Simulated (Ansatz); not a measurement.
One change: `FCC(F)(C(F)(F)F)C(F)(F)F` becomes `FCC(F)(C(F)F)C(F)(F)F`.

Ansatz, PBE0-D4/def2-TZVP geometries, multiplicity 1. Each molecule was computed in one conformer, which needn't be the lowest.

```csv
property,`FCC(F)(C(F)(F)F)C(F)(F)F`
HOMO energy (ωB97M-V/def2-TZVPP) / eV,-12.89
LUMO energy (ωB97M-V/def2-TZVPP) / eV,2.69
HOMO–LUMO gap (B3LYP/def2-TZVPP) / eV,10.70
LUMO energy (PBE/def2-TZVPP) / eV,-0.41
HOMO–LUMO gap (PBE0/def2-TZVPP) / eV,11.24
HOMO–LUMO gap (PBE/def2-TZVPP) / eV,8.20
```

Problem. What does the change do to each property? (An estimate is asked.)

Solution. Computed: 
```csv
property,`FCC(F)(C(F)F)C(F)(F)F`,shift
HOMO energy (ωB97M-V/def2-TZVPP) / eV,-12.44,0.45
LUMO energy (ωB97M-V/def2-TZVPP) / eV,2.86,0.17
HOMO–LUMO gap (B3LYP/def2-TZVPP) / eV,10.45,-0.25
LUMO energy (PBE/def2-TZVPP) / eV,-0.27,0.14
HOMO–LUMO gap (PBE0/def2-TZVPP) / eV,10.96,-0.28
HOMO–LUMO gap (PBE/def2-TZVPP) / eV,7.96,-0.24
```

With PBE0 the HOMO rises by 0.44 eV and the LUMO rises by 0.17 eV, so the gap narrows by about 0.27 eV. PBE moves the HOMO by 0.39 eV and ωB97M-V by 0.45 eV.

Positive LUMOs are unbound, so they and the gaps depend on the basis.

B3LYP here is the variant with VWN-RPA as its local correlation; programs differ in this.
